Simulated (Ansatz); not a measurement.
Calculated with Ansatz (gas phase, PBE0-D4/def2-TZVP geometries, no zero-point term in ΔE). CBS: MP2 limit from def2 TZ/QZ plus the TZ coupled-cluster correction, frozen cores. This one scheme is used for every species. Functionals use def2-TZVPP. Each species was taken in one conformer, which may not be the lowest.

`[SiH3]C[SiH]1CC1` + HCl → `Cl[SiH]1CC1` + `C[SiH3]`  (ligand exchange at the Si–C bond)

`[SiH3]C[SiH]1CC1`:

Z-matrix (Å, degrees):
```
Si
C 1 1.874
H 1 1.488 2 110.2
H 1 1.486 2 110.0 3 119.6
H 1 1.489 2 111.2 3 -120.1
Si 2 1.863 1 113.4 3 -54.2
H 2 1.095 1 108.9 3 -175.0
H 2 1.095 1 109.4 3 68.1
C 6 1.843 2 120.2 1 -80.3
C 6 1.843 2 121.5 1 -139.1
H 6 1.480 2 114.1 1 68.7
H 9 1.085 6 120.2 2 145.5
H 9 1.086 6 119.4 2 -0.6
H 10 1.086 6 119.5 2 -2.2
H 10 1.085 6 119.9 2 -148.2
```

HCl:

Z-matrix (Å, degrees):
```
Cl
H 1 1.279
```

`Cl[SiH]1CC1`:

Z-matrix (Å, degrees):
```
Si
C 1 1.829
C 1 1.829 2 50.6
Cl 1 2.043 2 119.5 3 -105.5
H 1 1.473 2 122.3 3 107.4
H 2 1.086 1 120.1 3 -107.0
H 2 1.085 1 119.3 3 106.3
H 3 1.085 1 119.4 2 -106.3
H 3 1.086 1 120.1 2 107.0
```

`C[SiH3]`:

```xyz
8

C     0.015   -0.339    0.927
Si   -0.014    0.303   -0.830
H     0.748   -1.142    1.034
H    -0.963   -0.732    1.212
H     0.279    0.457    1.627
H     1.321    0.835   -1.217
H    -1.010    1.399   -0.973
H    -0.376   -0.782   -1.781
```

```json
{"level": "PBE-D4", "ΔE (eV)": "-0.89"}
{"level": "ωB97M-V", "ΔE (eV)": "-0.92"}
{"level": "PBE", "ΔE (eV)": "-0.94"}
{"level": "r2SCAN", "ΔE (eV)": "-0.97"}
{"level": "HF/def2-TZVPP", "ΔE (eV)": "-1.08"}
{"level": "CCSD(T)/def2-TZVPP", "ΔE (eV)": "-0.87"}
{"level": "HF/CBS(def2)", "ΔE (eV)": "-1.08"}
{"level": "MP2/CBS(def2)", "ΔE (eV)": "-0.92"}
```

Task: What does CCSD(T)/CBS give? (An estimate is asked.)

Result: Computed: -0.90 eV. The listed levels differ from it by 0.01, -0.02, -0.04, -0.07, -0.18, 0.03, -0.18, -0.02 eV.

Largest T1 diagnostic among the species: 0.011.

The D4 term adds +0.08 eV with B3LYP and +0.05 eV with PBE0; it sums over pairs of atoms, weighted by their polarisabilities, and B3LYP, whose exchange is more repulsive, gets the larger term. In def2-TZVPP, CCSD(T) changes the Hartree–Fock value by +0.21 eV (the triples alone add +0.02 eV) and MP2 by +0.19 eV.

B3LYP here is the variant with VWN-RPA as its local correlation; programs differ in this.
